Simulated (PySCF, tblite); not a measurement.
Calculations on `CC(C)(C)c1ccncc1`, in the order of a workflow; each names the level of the geometry that it ran on. Settings lines and outputs come from a driver script.

Compound: C9H13N.
Atom-mapped SMILES: `[CH3:1][C:2]([CH3:3])([CH3:4])[c:5]1[cH:6][cH:7][n:8][cH:9][cH:10]1` (hydrogens: H11, H12, H13 on C1; H14, H15, H16 on C3; H17, H18, H19 on C4; H20 on C6; H21 on C7; H22 on C9; H23 on C10)

Step 1: GFN2-xTB harmonic vibrations, gas phase (tblite 0.8.0) (on the GFN2-xTB geometry)
```json
{"job": {"kind": "ir", "xc": "GFN2-xTB", "basis": "xTB"}, "charge": 0, "multiplicity": 1}
```
```
(table of modes left out)
```

63 modes from 47 to 3115 cm⁻¹ (unscaled, harmonic); zero-point energy 123.7 kcal/mol; all wavenumbers are real at this level.

Run on one thread, Arm Neoverse V2 (shared host).

Step 2: PBE0-D3(BJ)/def2-SVP geometry optimisation, gas phase (PySCF 2.14.0) (from the GFN2-xTB geometry)
```json
{"job": {"xc": "PBE0", "basis": "def2-SVP", "d3": "d3bj", "grid": 1, "kind": "geom"}, "charge": 0, "multiplicity": 1}
```
```
step   0  E = -404.78322749  max force = 0.009741
step   1  E = -404.78533334  max force = 0.001577
step   2  E = -404.78534942  max force = 0.000257
step   3  E = -404.78535098  max force = 0.000333
optimisation converged
```

Final energy -404.78535 Eh after 3 steps; dipole 2.81 D. Energies in Eh; «max force» is the largest Cartesian gradient component in Eh/bohr.

The run took 1.7 min on an Arm Neoverse V2 with one thread, shared host.

Step 3: TDDFT PBE0/def2-SVPD, vertical, gas phase, core orbitals frozen in the response (PySCF 2.14.0, density-fitted response routines) (on the PBE0-D3(BJ)/def2-SVP geometry)
```json
{"job": {"kind": "uv", "xc": "PBE0", "basis": "def2-SVPD", "ip": true}, "charge": 0, "multiplicity": 1}
```
```
...
Static polarisability (au): isotropic 110.753, principal 83.125 115.117 134.016
Singlet excitations
state   eV       nm        f      main configurations
  1   4.9113    252.4   0.00420   H->L 0.99
  2   5.1751    239.6   0.00020   H->L+1 0.99
  3   5.5827    222.1   0.02229   H-1->L 0.65, H-2->L+1 0.28
  4   6.2683    197.8   0.00152   H-2->L 0.48, H-1->L+1 0.45
  5   6.9239    179.1   0.04252   H->L+2 0.83
  6   7.0444    176.0   0.00050   H-1->L+2 0.93
  7   7.0797    175.1   0.37306   H-2->L+1 0.45, H-1->L+1 0.18, H-1->L 0.17
  8   7.1574    173.2   0.65929   H-2->L 0.28, H-1->L+1 0.26, H-2->L+1 0.23
  9   7.2608    170.8   0.00255   H-3->L 0.90, H-6->L 0.08
 10   7.4332    166.8   0.02154   H-2->L+2 0.94
Triplet excitations (Tamm-Dancoff, eV): 4.2067 4.2189 4.6788 4.8756
Vertical ionisation energy (delta-SCF) = 9.1650 eV
```

HOMO -7.29 eV, LUMO -0.70 eV; lowest singlet 4.91 eV; lowest triplet 4.21 eV (Tamm–Dancoff); mean polarisability 110.8 au.

Time: 7.9 min of wall time. Hardware: one thread of an Arm Neoverse V2, on a shared host.

Geometry of the electronic-property runs (PBE0-D3(BJ)/def2-SVP):
```
atom  x, y, z in Å
C1    -1.716   -0.796    1.115
C2    -0.990   -0.036    0.006
C3    -1.419   -0.617   -1.349
C4    -1.389    1.445    0.083
C5     0.527   -0.148    0.134
C6     1.163   -0.864    1.152
C7     2.557   -0.914    1.196
N8     3.349   -0.313    0.315
C9     2.751    0.371   -0.658
C10    1.370    0.483   -0.791
H11   -1.482   -1.871    1.096
H12   -1.462   -0.406    2.112
H13   -2.804   -0.692    0.986
H14   -0.962   -0.076   -2.190
H15   -2.513   -0.551   -1.463
H16   -1.130   -1.676   -1.433
H17   -2.482    1.550   -0.002
H18   -0.931    2.034   -0.724
H19   -1.076    1.887    1.041
H20    0.591   -1.389    1.918
H21    3.054   -1.477    1.996
H22    3.409    0.865   -1.383
H23    0.961    1.065   -1.620
```

 (This holds for the electronic-property runs.)
